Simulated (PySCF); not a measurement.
A calculated (MN15, PySCF 2.14, cc-pVTZ-DK, the spin-free X2C one-electron Hamiltonian (Gaussian nucleus)) atom or ion has these occupied shells.

```json
{"shell": "1s α", "electrons": "1", "orbital energy (eV)": "-8839.2", "rms radius, mean of both spins (bohr)": "0.0601"}
{"shell": "1s β", "electrons": "1", "orbital energy (eV)": "-8839.2", "rms radius, mean of both spins (bohr)": "0.0601"}
{"shell": "2s β", "electrons": "1", "orbital energy (eV)": "-1051.0", "rms radius, mean of both spins (bohr)": "0.257"}
{"shell": "2s α", "electrons": "1", "orbital energy (eV)": "-1050.9", "rms radius, mean of both spins (bohr)": "0.257"}
{"shell": "2p β", "electrons": "3", "orbital energy (eV)": "-919.98", "rms radius, mean of both spins (bohr)": "0.228"}
{"shell": "2p α", "electrons": "3", "orbital energy (eV)": "-919.95", "rms radius, mean of both spins (bohr)": "0.228"}
{"shell": "3s α", "electrons": "1", "orbital energy (eV)": "-114.52", "rms radius, mean of both spins (bohr)": "0.780"}
{"shell": "3s β", "electrons": "1", "orbital energy (eV)": "-114.45", "rms radius, mean of both spins (bohr)": "0.780"}
{"shell": "3p β", "electrons": "3", "orbital energy (eV)": "-75.454", "rms radius, mean of both spins (bohr)": "0.822"}
{"shell": "3p α", "electrons": "3", "orbital energy (eV)": "-75.453", "rms radius, mean of both spins (bohr)": "0.822"}
{"shell": "3d α", "electrons": "5", "orbital energy (eV)": "-8.310", "rms radius, mean of both spins (bohr)": "1.20"}
{"shell": "3d β", "electrons": "5", "orbital energy (eV)": "-8.224", "rms radius, mean of both spins (bohr)": "1.20"}
{"shell": "4s α", "electrons": "1", "orbital energy (eV)": "-6.029", "rms radius, mean of both spins (bohr)": "3.29"}
```

(1) Name the element and its charge.

Results:

(1) Cu (copper, neutral), in [Ar] 3d10 4s1, 2S determinant.
